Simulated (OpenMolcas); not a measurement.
# Fe3+: ligand-field states by method

Fe3+ with 4 ligands (fluoride) in square-planar coordination (D4h) at 1.8 Å. A charge of +0.25 e stands 2.4 Å behind each ligand. Ligand basis ANO-RCC-VDZP.

```yaml
Program: OpenMolcas 26.06
Basis: ANO-RCC-VTZP [6s5p3d2f1g]
Scalar_Hamiltonian: DKH2, point nucleus
Active_space: 5 electrons in 5 orbitals (3d)
State_averaging: 2S+1 = 6 even, 1 root; 2S+1 = 4 even, 24 roots; 2S+1 = 2 even, 75 roots
Spin-orbit_coupling: state interaction with AMFI integrals over the reference wave functions
```

I. CASSCF
II. SS-CASPT2, IPEA 0.25 Eh, imaginary shift 0.1 Eh (closed shells correlated: 3s 3p and the ligand valence shells)

Spin-free states (labels of D4, the rotations of D4h) in cm-1, each column counted from its own energy of the first state listed:

```
State  Degeneracy      I     II
  6A1           1      0      0
   4E           2  19298   8160
  4B1           1  19378   5780
  4A2           1  19677   9960
  4B2           1  33022  23840
   4E           2  33684  25210
  4A1           1  33709  25530
  4A1           1  34200  26120
  2B2           1  34497  20390
   2E           2  34572  19540
  2A2           1  34819  19590
  2A1           1  35995  17880
   4E           2  36148  27030
  2B2           1  36432  20650
   2E           2  36547  20000
  2B1           1  37057  20680
  4B1           1  38162  28290
   2E           2  39176  21560
  2A2           1  40465  20900
  4B2           1  40617  29380
```

From I to II, I's first state of another spin (4E) moves from 19298 to 8160 cm-1, by about -11000 cm-1. In II another state of that kind comes below it.

χT at 300 K: I 4.38, II 4.38 cm3 K/mol.

Over all roots computed the reference weight is 0.74 to 0.78 in II; a low but even weight reflects the number of correlated electrons. Ligand-to-metal charge-transfer states are missing. With no ligand orbital active B as a rule stays too high, so bands that hang on it stand too high and its fall with covalency is understated. Without dynamic correlation the repulsion within the d shell is too large (B by tens of per cent), so at a given field states of lower spin stand too high (holds for I). With metal d orbitals alone and no dynamic correlation the field as a rule comes out too small, by tens of per cent, by up to half for chloride and softer ligands (holds for I). This shell can be high or low spin here, a state of another spin lies low, and with metal d orbitals alone active their balance is uncertain, so the ground spin may be wrong (holds for II). No measured value stands beside these numbers; the geometry was imposed, not optimised, and the real ion may take another.
